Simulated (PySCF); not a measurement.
AlClFH₃Si, SMILES [F][Al]([SiH3])[Cl].

The structure is a stationary point at PBE-D3(BJ)/def2-SVP.

Level of theory: C-PCM-ωB97X/def2-SVP (PySCF).

The values are the electrostatic part of the solvation free energy, E(continuum) − E(gas) at the gas-phase geometry, in a cavity of scaled van der Waals radii (PySCF's table); cavitation and dispersion terms are not included. A continuum can't describe solvent molecules that bind to the metal. In vacuum the orbital gap is 11.18 eV. The dipole moment in vacuum is 1.70 D.

```tsv
solvent	ε	ΔG(elec) (kcal/mol)	dipole (D)	gap (eV)
water	78.36	-7.0	1.86	11.47
tetrahydrofuran	7.43	-6.1	1.84	11.43
n-hexane	1.88	-3.2	1.78	11.31
```
